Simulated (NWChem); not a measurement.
# Correlation energy of C2H2F

SMILES: F[C]=C
```xyz
5

C      1.2054    -0.0264     0.0000
C     -0.0339     0.4220     0.0000
F     -1.1644    -0.2161     0.0000
H      1.4106    -1.1040     0.0000
H      2.0398     0.6757     0.0000
```
Charge 0, spin multiplicity 2.

Everything below was run with NWChem. The geometry was optimised at UPBE0/def2-SVP, a minimum by its harmonic frequencies.

Basis set: STO-3G. Each correlation energy counts from its own Hartree-Fock reference.

The correlated methods keep 3 core orbitals frozen. The structure started from a generated list of species. The unpaired electrons of the parent sit in orbitals of symmetry a' (Cs labels of the run); other states weren't searched. The stability of the SCF solutions was not checked. Open-shell Hartree-Fock references start from PBE0 orbitals. No row is a measurement; the coupled-cluster row has its own basis-set and correlation limits.

```
method           correlation energy (mHa)             remark
---------------  ------------------------  -----------------
UMP2                                    ?  spin-contaminated
SCS-UMP2                           -104.0  spin-contaminated
CCSD on UHF                             ?  spin-contaminated
CCSD[T] on UHF                     -152.7  spin-contaminated
CCSD(T) on UHF                     -152.0  spin-contaminated
CCSD on ROHF                       -161.8                  -
CCSD[T] on ROHF                    -166.5                  -
CCSD(T) on ROHF                    -165.8                  -
CCSDT on ROHF                      -166.2                  -
```

Problem. Fill in the missing entries.

Solution. 
- UMP2, correlation energy (mHa): -99.6
- CCSD on UHF, correlation energy (mHa): -148.4
